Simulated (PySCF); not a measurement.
**Dipole moment and polarisability of `C=CCBC1CC1`**

C6H11B.
Atom-mapped SMILES: `[CH2:1]=[CH:2][CH2:3][BH:4][CH:5]1[CH2:6][CH2:7]1` (hydrogens: H8, H9 on C1; H10 on C2; H11, H12 on C3; H13 on B4; H14 on C5; H15, H16 on C6; H17, H18 on C7)

Cartesian coordinates in Å at the PBE0-D3(BJ)/def2-SVP level; atoms count from 1:
```
atom  x, y, z in Å
C1     0.3339   -1.7265    2.1833
C2    -0.5348   -0.9363    1.5488
C3    -1.1415   -1.1960    0.2104
B4    -0.6868   -0.2684   -0.9788
C5     0.3644    0.8455   -0.8781
C6     1.2399    1.1061   -2.1045
C7     0.1936    2.0843   -1.7555
H8     0.7552   -1.4500    3.1533
H9     0.6568   -2.6816    1.7551
H10   -0.8207    0.0095    2.0282
H11   -2.2462   -1.1131    0.2543
H12   -0.9650   -2.2397   -0.1143
H13   -1.2059   -0.4549   -2.0647
H14    0.8605    1.0226    0.0818
H15    1.0913    0.4670   -2.9788
H16    2.2836    1.3616   -1.9043
H17   -0.7004    2.1425   -2.3819
H18    0.4949    3.0360   -1.3103
```

Level: wB97X-D/def2-SVPD (PySCF), static field, nuclei fixed, core orbitals frozen in the response. The polarisability tensor in these axes (au):

```
x    79.88   1.38   3.16
y     1.38  87.47 -14.17
z     3.16 -14.17  91.48
```

Task: What are the eigenvalues, a third of the trace, and Δα (Δα² = ½Σ(αi − αj)² over the three pairs)?

Result: Principal values 73.60, 81.36 and 103.88 au; mean 86.28 au = 12.79 Å³ = 14.23 × 10⁻⁴⁰ C²·m²/J; Δα = 27.24 au (32 % of the mean).

Task: What is the dipole moment, and where does it point?

Result: (0.21, 0.62, -0.28) D, 0.72 D in size, pointing from the negative to the positive side. Measured along this direction, the outermost atoms are H9 at the negative end and H18 at the positive end.

Task: Refractivity n − 1 of an ideal gas of it at 500 K and 1 atm, from the electronic α?

Result: N = p/kT = 1.4678 × 10¹⁹ cm⁻³, so n − 1 = 2π × N × 12.79 × 10⁻²⁴ cm³ = 1179 × 10⁻⁶ at long wavelengths.

Task: Rayleigh depolarisation ratio (linearly polarised light, static tensor)?

Result: ρ = 3Δα²/(45ᾱ² + 4Δα²) = 2225.6/(334972 + 2967.5) = 0.00659.

Task: Along which axes do the principal values lie, and how far do the nuclei extend along each?

Result: Largest value along (0.06, -0.65, 0.76), where the nuclei span 6.62 Å; middle along (0.89, 0.38, 0.25), 4.43 Å; least along (-0.45, 0.66, 0.60), 3.57 Å. The response follows the extents in order.

Task: Sum over states: ᾱ = Σ f/ω², ω in Eh. What share falls to these 10 lowest TDDFT singlets (eV, f)? 5.70, 0.0065; 6.38, 0.0019; 6.89, 0.0594; 7.06, 0.2948; 7.19, 0.0796; 7.33, 0.2852; 7.85, 0.0429; 7.96, 0.0329; 8.06, 0.0009; 8.14, 0.0012.

Result: They add up to 11.48 au, 13.3 % of the 86.28 au; the largest single term is 4.37 au, from the state at 7.06 eV. Terms in order: 0.15, 0.03, 0.93, 4.37, 1.14, 3.93, 0.52, 0.38, 0.01, 0.01 au. Higher excitations give the rest. The strengths listed sum to 0.805.

Geometry: PBE0-D3(BJ)/def2-SVP, one conformer, isolated molecule.

The run behind these numbers computed excited states and ΔSCF ions as well. Time: 89 s; peak memory 1.1 GiB. Hardware: an Arm Neoverse V1 with one thread, shared host with 32 logical CPUs at a one-minute load of 11.

wB97X-D is run here without its empirical dispersion term; that term would change no orbital, density or response property at a fixed geometry.
